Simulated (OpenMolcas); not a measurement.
Cu3+ with 6 ligands (chloride) in octahedral coordination (Oh) at 2.3 Å. A charge of +0.5 e stands 2.6 Å behind each ligand. Ligand basis ANO-RCC-VDZP.
```
Cu    0.0000    0.0000    0.0000
Cl    2.3000    0.0000    0.0000
Cl    0.0000    2.3000    0.0000
Cl   -2.3000    0.0000    0.0000
Cl    0.0000   -2.3000    0.0000
Cl    0.0000    0.0000    2.3000
Cl    0.0000    0.0000   -2.3000
```

```
Program             : OpenMolcas 26.06
Method              : CASSCF
Basis               : ANO-RCC-VTZP [6s5p3d2f1g]
Scalar Hamiltonian  : DKH2, point nucleus
Active space        : 8 electrons in 5 orbitals (3d)
State averaging     : 2S+1 = 3 even, 10 roots; 2S+1 = 1 even, 15 roots
Spin-orbit coupling : RASSI with atomic mean-field integrals over the reference wave functions
```

(1) What is the spin-free ground state (labels of O, the rotations of Oh)?

(2) Where is the first state of the same spin?

(3) What are the lowest two levels with spin-orbit coupling?

(4) What is χT at 300 K, and how does it compare with the textbook value?

Results:

(1) 3A2, 1-fold in its orbital part; it has the highest spin that d8 allows.

(2) 3T2 at 7610 cm-1 above the ground state.

(3) A 3-fold level, then a 2-fold level 7282 cm-1 above it. Their leading multiplicities are 3 (100 %) and 3 (99 %).

(4) The lowest level has 2S+1 = 3, for which the spin-only value is χT = S(S+1) / 2 = 1.000 cm3 K/mol (g = 2). The computed 1.372 at 300 K differs by +0.372, through orbital momentum, spin-orbit coupling and any other state in reach.

Without dynamic correlation the repulsion within the d shell is too large (B by tens of per cent), so at a given field states of lower spin stand too high. The least metal-like active orbital is 80 % on the metal (Löwdin) and no ligand orbital is active, so the numbers are rough. Ligand-to-metal charge-transfer states are missing. With no ligand orbital active B as a rule stays too high, so bands that hang on it stand too high and its fall with covalency is understated. With metal d orbitals alone and no dynamic correlation the field as a rule comes out too small, by tens of per cent, by up to half for chloride and softer ligands, and the orbital part of g and χT, which goes as 1/10Dq, too large. No measured value stands beside these numbers; the geometry is a model, was not optimised and need not be the one that this ion takes.
